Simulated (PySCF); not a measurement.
Species: C7H9NS.
Cartesian coordinates in Å at the GFN2-xTB level; atoms count from 1:
```
atom  x, y, z in Å
C1    -0.745    0.761   -2.491
C2    -0.577    0.713   -1.307
C3    -0.414    0.596    0.129
C4     0.533   -0.580    0.477
C5     1.907   -0.348   -0.063
C6     2.997   -0.321    0.680
C7    -1.735    0.363    0.826
N8    -2.659   -0.330    0.147
S9    -1.980    0.848    2.370
H10   -0.862    0.836   -3.531
H11    0.026    1.519    0.523
H12    0.567   -0.688    1.563
H13    0.119   -1.498    0.048
H14    1.962   -0.193   -1.133
H15    3.973   -0.156    0.255
H16    2.960   -0.470    1.747
H17   -3.552   -0.506    0.579
H18   -2.528   -0.540   -0.830
```

Computed with PBE0/pcSseg-1 in PySCF (dipole) on a GFN2-xTB geometry, gas phase.

Take the most abundant isotopes and a rigid rotor. The values belong to one conformer with, in the numbering `[CH:1]#[C:2][C@H:3]([CH2:4][CH:5]=[CH2:6])[C:7]([NH2:8])=[S:9]`, C2–C3–C4–C5 63°, C3–C4–C5–C6 122°, C2–C3–C7–N8 32°, C3–C7–N8–H 180° and -10°.

(1) What are A, B and C (GHz)?

(2) What kind of rotor is it?

(3) Is it planar, by Δ = Ic − Ia − Ib?

(4) Give the other two planar moments, Paa and Pbb, and the rms extents of the mass along the axes.

(5) Which types of transition are allowed, and where do some lines up to J = 5 fall?

Answers

(1) Ia = 293.59, Ib = 517.54, Ic = 738.83 u·Å²; 505379 MHz·u·Å²/I gives 1721, 976.5 and 684.0 MHz, that is A = 1.7214, B = 0.9765, C = 0.6840 GHz.

(2) An asymmetric top: κ = (2 × 976.5 − 1721 − 684.0)/(1721 − 684.0) = -0.44.

(3) Not planar: Δ = Ic − Ia − Ib = -72.30 u·Å². For a rigid frame Δ = −2 Σ m c², so Σ m c² = 36.15 u·Å² lies off the ab plane: 8.26 from hydrogen and 27.90 from heavier atoms. The atom farthest from that plane is 1.62 Å away.

(4) Paa = Σ m a² = (Ib + Ic − Ia)/2 = 481.39 and Pbb = Σ m b² = (Ia + Ic − Ib)/2 = 257.44 u·Å². With the mass M = 139.05 u, the rms extents √(P/M) along a, b and c are 1.86, 1.36, 0.51 Å.

(5) The dipole components are |μa| = 1.47 D, |μb| = 3.32 D, |μc| = 1.84 D. Intensities carry the squares of the components, which stand as 0.19 : 1.00 : 0.31 (a : b : c). Some lines, for components of 0.1 D or more:

```tsv
type	branch	J(Ka,Kc)	MHz	lower level (cm⁻¹)
c	Q	3(1,3) ← 3(0,3)	303	0.321
c	Q	1(1,1) ← 1(0,1)	745	0.055
a	Q	4(2,2) ← 4(2,3)	874	0.671
a	R	1(0,1) ← 0(0,0)	1661	0.000
c	Q	2(2,1) ← 2(1,1)	2235	0.211
b	R	5(3,2) ← 4(4,1)	2590	1.031
b	Q	5(2,3) ← 5(1,4)	2645	0.912
b	R	4(2,2) ← 3(3,1)	2965	0.601
c	Q	5(3,3) ← 5(2,3)	3243	1.000
b	Q	3(2,2) ← 3(1,3)	3591	0.331
b	Q	4(2,3) ← 4(1,4)	4234	0.530
b	R	2(2,1) ← 1(1,0)	5848	0.090
b	Q	5(4,1) ← 5(3,2)	5881	1.118
a	R	4(1,4) ← 3(1,3)	5943	0.331
b	Q	5(4,2) ← 5(3,3)	6145	1.109
c	R	3(2,1) ← 2(1,1)	7546	0.211
b	Q	5(5,1) ← 5(4,2)	7876	1.313
a	R	5(2,4) ← 4(2,3)	8147	0.671
b	R	4(2,3) ← 3(1,2)	8433	0.390
a	R	5(3,2) ← 4(3,1)	8655	0.829
a	R	5(2,3) ← 4(2,2)	9001	0.700
b	R	5(2,4) ← 4(1,3)	9530	0.625
c	R	4(2,3) ← 3(1,3)	10177	0.331
b	R	4(3,2) ← 3(2,1)	10922	0.462
c	R	5(3,2) ← 4(2,2)	12521	0.700
c	R	5(4,2) ← 4(3,2)	14598	0.827
c	R	5(5,0) ← 4(4,0)	16333	1.031
b	R	5(5,0) ← 4(4,1)	16335	1.031
```

Not checked by GFN2-xTB frequencies. These are rigid-rotor constants of the computed structure; measured ground-state constants (B0) also hold zero-point vibration. Quadrupole hyperfine structure (14N) is left out.
